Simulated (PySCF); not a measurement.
PySCF input (M06-L/def2-TZVPD):

```python
from pyscf import gto, scf, dft

mol = gto.M(
    atom='''
    Pb    0.13000773    0.11681250    0.36359047
    F     0.92457549    1.43740443   -1.00083118
    Cl   -1.11657722   -1.32442733   -1.22393751
    ''',
    basis='def2-tzvpd',
    ecp='def2-tzvp',
    charge=0,
    spin=0,
    verbose=4,
)

mf = dft.RKS(mol, xc='m06l').density_fit(auxbasis='def2-universal-jkfit')
mf.grids.level = 4
mf.conv_tol = 1e-9
mf.max_cycle = 100
mf.max_memory = 1500
mf.kernel()
if not mf.converged:
    mf = mf.newton()
    mf.kernel(mf.make_rdm1())
mf.analyze()
```

End of the output:

```
Extra cycle  E= -753.178792149097  delta_E= 3.65e-10  |g|= 4.3e-05  |ddm|= 7.32e-05
converged SCF energy = -753.178792149097
**** SCF Summaries ****
Total Energy =                        -753.178792149097035
Nuclear Repulsion Energy =             154.225432518974998
One-electron Energy =                -1420.129725237639832
Two-electron Energy =                  512.725500569567771
Two-electron Coulomb Energy =          567.709572283050647
DFT Exchange-Correlation Energy =      -54.984071713482869
HOMO-LUMO gap [eV] =                     3.946113406971186
**** MO energy ****
MO #1   energy= -101.14036030278   occ= 2
MO #2   energy= -24.4272528072082  occ= 2
MO #3   energy= -9.37047392695308  occ= 2
MO #4   energy= -7.07472225741785  occ= 2
MO #5   energy= -7.07201736339577  occ= 2
MO #6   energy= -7.0708885680387   occ= 2
MO #7   energy= -5.44763643917005  occ= 2
MO #8   energy= -3.31302640529104  occ= 2
MO #9   energy= -3.30477237297669  occ= 2
MO #10  energy= -3.3029372396226   occ= 2
MO #11  energy= -1.08059385149504  occ= 2
MO #12  energy= -0.853905587373434 occ= 2
MO #13  energy= -0.848650818861611 occ= 2
MO #14  energy= -0.847006205391857 occ= 2
MO #15  energy= -0.840438436606428 occ= 2
MO #16  energy= -0.837503119461634 occ= 2
MO #17  energy= -0.741228659065982 occ= 2
MO #18  energy= -0.48486561194278  occ= 2
MO #19  energy= -0.334659999244811 occ= 2
MO #20  energy= -0.320982138512329 occ= 2
MO #21  energy= -0.319831781909534 occ= 2
MO #22  energy= -0.281872445379025 occ= 2
MO #23  energy= -0.281159700888071 occ= 2
MO #24  energy= -0.270739722676794 occ= 2
MO #25  energy= -0.125722728537986 occ= 0
MO #26  energy= -0.0474295176432944 occ= 0
MO #27  energy= -0.0447375468075908 occ= 0
MO #28  energy= 0.00763674771945408 occ= 0
MO #29  energy= 0.0511309686528229 occ= 0
MO #30  energy= 0.0531922852508961 occ= 0
MO #31  energy= 0.0613925919628474 occ= 0
MO #32  energy= 0.0673226489883374 occ= 0
MO #33  energy= 0.0674955350713415 occ= 0
MO #34  energy= 0.0710648235881667 occ= 0
MO #35  energy= 0.0767792627106758 occ= 0
MO #36  energy= 0.0824830871315151 occ= 0
MO #37  energy= 0.11637767420306   occ= 0
MO #38  energy= 0.129281358257435  occ= 0
MO #39  energy= 0.129771621475756  occ= 0
MO #40  energy= 0.172868085315652  occ= 0
MO #41  energy= 0.18165445241957   occ= 0
MO #42  energy= 0.187213971156853  occ= 0
MO #43  energy= 0.203325526214401  occ= 0
MO #44  energy= 0.213972786805231  occ= 0
MO #45  energy= 0.215600187554378  occ= 0
MO #46  energy= 0.228557066133558  occ= 0
MO #47  energy= 0.237479090548376  occ= 0
MO #48  energy= 0.267337456848142  occ= 0
MO #49  energy= 0.270937703497258  occ= 0
MO #50  energy= 0.303782735753586  occ= 0
MO #51  energy= 0.317724586026011  occ= 0
MO #52  energy= 0.321875108171268  occ= 0
MO #53  energy= 0.333346174760685  occ= 0
MO #54  energy= 0.349916516601711  occ= 0
MO #55  energy= 0.414687096606874  occ= 0
MO #56  energy= 0.459025254375913  occ= 0
MO #57  energy= 0.476491711982002  occ= 0
MO #58  energy= 0.492731057068313  occ= 0
MO #59  energy= 0.536111833892489  occ= 0
MO #60  energy= 0.564406077005372  occ= 0
MO #61  energy= 0.583769302782911  occ= 0
MO #62  energy= 0.594429018367694  occ= 0
MO #63  energy= 0.604100404015112  occ= 0
MO #64  energy= 0.61665572566689   occ= 0
MO #65  energy= 0.620198256063037  occ= 0
MO #66  energy= 0.623850860124413  occ= 0
MO #67  energy= 0.639051428733374  occ= 0
MO #68  energy= 0.681320567717591  occ= 0
MO #69  energy= 0.716000768850912  occ= 0
MO #70  energy= 0.71697822997873   occ= 0
MO #71  energy= 0.721135792395333  occ= 0
MO #72  energy= 0.726771972497763  occ= 0
MO #73  energy= 0.73867617220421   occ= 0
MO #74  energy= 0.762926642117828  occ= 0
MO #75  energy= 0.796481721545895  occ= 0
MO #76  energy= 0.837807160483435  occ= 0
MO #77  energy= 0.876869883991718  occ= 0
MO #78  energy= 0.924625193984715  occ= 0
MO #79  energy= 0.962746243107046  occ= 0
MO #80  energy= 0.998330287204338  occ= 0
MO #81  energy= 1.03603618510461   occ= 0
MO #82  energy= 1.04747635930415   occ= 0
MO #83  energy= 1.05194159843818   occ= 0
MO #84  energy= 1.07005733937713   occ= 0
MO #85  energy= 1.07598996888552   occ= 0
MO #86  energy= 1.10594681279178   occ= 0
MO #87  energy= 1.33566170354928   occ= 0
MO #88  energy= 1.43551769967073   occ= 0
MO #89  energy= 1.98148811938307   occ= 0
MO #90  energy= 1.98964287111654   occ= 0
MO #91  energy= 1.99468345958238   occ= 0
MO #92  energy= 2.00284346306831   occ= 0
MO #93  energy= 2.02734195983852   occ= 0
MO #94  energy= 2.06005675001441   occ= 0
MO #95  energy= 2.06144358021759   occ= 0
MO #96  energy= 2.07431672549241   occ= 0
MO #97  energy= 2.09836379703217   occ= 0
MO #98  energy= 2.13649006117165   occ= 0
MO #99  energy= 2.14499336006129   occ= 0
MO #100 energy= 2.15288372722767   occ= 0
MO #101 energy= 2.17033349278289   occ= 0
MO #102 energy= 2.19330991306553   occ= 0
MO #103 energy= 2.21228401733094   occ= 0
MO #104 energy= 2.24147579864376   occ= 0
MO #105 energy= 2.30959676248761   occ= 0
MO #106 energy= 2.31094747593933   occ= 0
MO #107 energy= 2.34184822912083   occ= 0
[...]
```
